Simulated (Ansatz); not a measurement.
Calculated with Ansatz (gas phase, PBE0-D4/def2-TZVP geometries, no zero-point term in ΔE). CBS: MP2 limit from def2 TZ/QZ plus the TZ coupled-cluster correction, frozen cores. This one scheme is used for every species. DFT in def2-TZVPP. One conformer a species, not always the lowest.

Reaction (substitution at a C–C bond): `CCCCCCCC(C)=O` + H₂S → `CCCCCS` + `CCC(C)=O`

CCSD(T)/CBS gives +5.7 kJ/mol.

(1) Another level gave +4.2 kJ/mol. Which?
A. BHLYP/def2-TZVPP
B. PBE/def2-TZVPP
C. ωB97X-V/def2-TZVPP
D. CCSD(T)/def2-TZVPP

Largest T1 diagnostic among the species: 0.013.

## Answers

(1) C. ωB97X-V 4.2, CCSD(T)/def2-TZVPP 8.5, BHLYP -2.3, PBE -6.9 kJ/mol.

In def2-TZVPP, CCSD(T) changes the Hartree–Fock value by +10.6 kJ/mol (the triples alone add +0.2 kJ/mol) and MP2 by +8.8 kJ/mol. The D4 term adds +6.7 kJ/mol with B3LYP and +4.8 kJ/mol with PBE0; it sums over pairs of atoms, weighted by their polarisabilities, and B3LYP, whose exchange is more repulsive, gets the larger term.

CCSD(T)/CBS has its own doubt, a few kJ/mol and more with outer-core shells, so smaller differences from it don't rank the levels.

B3LYP here is the variant with VWN-RPA as its local correlation; programs differ in this.
